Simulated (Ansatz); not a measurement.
Input file for CH₄AlCl₂FSi, SMILES `C[SiH](Cl)[Al]([F])[Cl]`:

```yaml
crystal:
  periodic: [false, false, false]
  atoms:
    - {symbol: C, position_ang: [0.519624, -1.539282, -0.322660]}
    - {symbol: Si, position_ang: [0.654676, 0.189227, 0.367025]}
    - {symbol: Cl, position_ang: [0.707790, 0.098520, 2.433116]}
    - {symbol: Al, position_ang: [-1.216836, 1.632141, -0.261203]}
    - {symbol: F, position_ang: [-1.519887, 1.891375, -1.859164]}
    - {symbol: Cl, position_ang: [-2.490053, 2.547378, 1.113878]}
    - {symbol: H, position_ang: [1.378121, -2.137400, -0.008919]}
    - {symbol: H, position_ang: [0.501222, -1.504468, -1.415403]}
    - {symbol: H, position_ang: [-0.390228, -2.032855, 0.023665]}
    - {symbol: H, position_ang: [1.938570, 0.804262, -0.067437]}
basis:
  gaussian: {orbitals: def2-TZVPP}
correlation: {method: ccsd_t}
output: {orbitals: {seedname: orbitals}}
```

```sh
$ ansatz run in.yaml --threads 4 --pin off --events-out ev --progress --plain
```

The program prints (abridged):

```
Functional definition: HF
1694 factors; integrals over basis functions are off by at most 1.1e-3 eV
mean field evaluation 1: about -43256.8361 eV, gradient 4.1e1 eV
mean field evaluation 2: about -43257.0875 eV, gradient 4.2e1 eV
mean field evaluation 4: about -43261.0614 eV, gradient 3.6e0 eV
mean field evaluation 8: about -43261.1416 eV, gradient 2.9e-1 eV
mean field -43261.14204697 eV, -1589.8176467707 hartree, gradient 2.7e-6 eV, S^2 0.000000; 0 other end points of the search recorded, 0 dependent functions left out
22 core orbitals not correlated: weight in the atoms' cores, before any rotation towards them, 1.000 or more for the frozen orbitals, at most 0.000 for the correlated occupied ones
reference -43261.14204697 eV, -1589.8176467707 hartree; 18, 18 occupied and 246, 246 virtual orbitals, 1694 factors
second order -26.95106386 eV of doubles, -0.00000000 eV of singles
cycle   1  -27.90573668 eV  change   -9.5e-1 eV  update   1.1e-1
cycle   2  -28.48387732 eV  change   -5.8e-1 eV  update   3.2e-2
cycle   3  -28.61814978 eV  change   -1.3e-1 eV  update   1.7e-2
cycle   4  -28.60804216 eV  change    1.0e-2 eV  update   3.9e-3
cycle   5  -28.60413098 eV  change    3.9e-3 eV  update   1.7e-3
cycle   6  -28.60457213 eV  change   -4.4e-4 eV  update   5.0e-4
cycle   7  -28.60443788 eV  change    1.3e-4 eV  update   1.7e-4
cycle   8  -28.60437995 eV  change    5.8e-5 eV  update   5.3e-5
cycle   9  -28.60440252 eV  change   -2.3e-5 eV  update   2.1e-5
perturbative correction -1.09124249 eV, -0.0401024217 hartree
Total energy: -43290.83769197 eV, -1590.9089415962 hartree
```

It took 5.2 min on 4 threads of a server CPU on a shared host, with 7.8 GiB of host memory at the peak.

Correlation energy per correlated electron: -0.825 eV. T1 diagnostic: 0.0109.
